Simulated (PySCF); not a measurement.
Here is a computed PBE0-D3(BJ)/def2-SVP geometry (Å):
```
atom  x, y, z in Å
C1    -1.099   -0.757    0.127
C2     0.182   -0.040    0.514
C3     0.390    1.256   -0.250
Se4    1.752   -1.227    0.374
H5    -1.971   -0.103    0.300
H6    -1.238   -1.680    0.707
H7    -1.092   -1.025   -0.941
H8     0.168    0.175    1.596
H9    -0.460    1.939   -0.084
H10    1.312    1.767    0.061
H11    0.458    1.067   -1.334
H12    1.625   -1.410   -1.082
```

Neutral, closed shell.

Task: Which heavy atoms are bonded, and with what formal order?

Result: C1–C2 1.52 Å (single); C2–C3 1.52 Å (single); C2–Se4 1.97 Å (single). Bonds to hydrogen (Å): C1–H5 1.10; C1–H6 1.10; C1–H7 1.10; C2–H8 1.10; C3–H9 1.10; C3–H10 1.10; C3–H11 1.10; Se4–H12 1.47.

Task: Write the SMILES.

Result: `CC(C)[SeH]`, C3H8Se.

Task: Name the point group.

Result: Cs (every atom within 0.08 Å of its image).

Task: Describe the place of each heavy atom.

Result: C1/C3: methyl carbon; C2: sp3 carbon bound to selenium; Se4: selenium bonded to C and H.

Task: What is the arrangement about C2?

Result: It has 4 neighbours (C1, C3, Se4, H8) and is distorted tetrahedral (angles from 101.4° to 113.0°).

Task: What is the arrangement about Se4?

Result: It has 2 neighbours (C2, H12) and is bent (angle 94.4°).
